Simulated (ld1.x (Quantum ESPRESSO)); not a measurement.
**Before and after: TM semilocal potential for cadmium**

Cd (Z = 48), norm-conserving Troullier–Martins (semilocal form), made with ld1.x (Quantum ESPRESSO) 7.5 (BP86, scalar-relativistic). Core [Kr], reference 4d10 5s2 5p0. Waves: 5s (bound): rc 1.80 bohr; 4d (bound): rc 1.05 bohr; 5p (bound, empty): rc 2.85 bohr. Local part: the p channel. Core correction: none.

Change: all radii scaled by about 0.89 (s 1.60, p 2.54, d 0.94 bohr).

Cutoffs: the cutoffs (Ry, on a coarse ladder) from which the occupation-weighted sum of valence levels, in a spherical-Bessel basis at the reference potential, stays within 10 and 1 mRy of its value at 400 Ry; they do not see the model core or the augmentation charge, which bear on the density cutoff. Errors are all-electron minus pseudo energies relative to the spin-unpolarised reference configuration.

Problem. How do hardness, ghosts and transferability respond?

Solution. The potential gets harder (90 Ry and 120 Ry → 160 Ry and 300 Ry); of the 7 tests that both files solve, the error grows in 6 and shrinks in 1 by more than 15 % and 0.3 meV (median size 8.4 → 14.6 meV); neither file shows a bound ghost. A smaller radius makes the pseudo-wave follow the all-electron one further in, where it bends more sharply, so more plane waves are needed. A semilocal file is local in each channel, so a ghost entry of none says nothing of the separable form that plane-wave codes build from it.

```csv
quantity,base,changed
"cutoff, loose",90 Ry,160 Ry
"cutoff, tight",120 Ry,300 Ry
loose cutoff by channel (10 mRy a level),"s 18 Ry, d 70 Ry","s 25 Ry, d 90 Ry"
bound ghosts,none,none
"error for 4d10 5s1 5p0, meV [ΔE 9.47 eV]",-1.7,+3.3
"error for 4d10 5s0 5p0, meV [ΔE 26.70 eV]",-8.4,+15
"error for 4d9 5s0 5p0, meV [ΔE 64.79 eV]",+5.1,-7.0
"error for 4d8 5s0 5p0, meV [ΔE 118.92 eV]",-149,-210
"error for 4d9 5s2 5p0, meV [ΔE 18.09 eV]",-17,+89
"error for 4d9 5s2 5p1, meV [ΔE 12.61 eV]",-59,+12
"error for 4d10 5s0 5p1, meV [ΔE 15.31 eV]",+5.8,+20
```
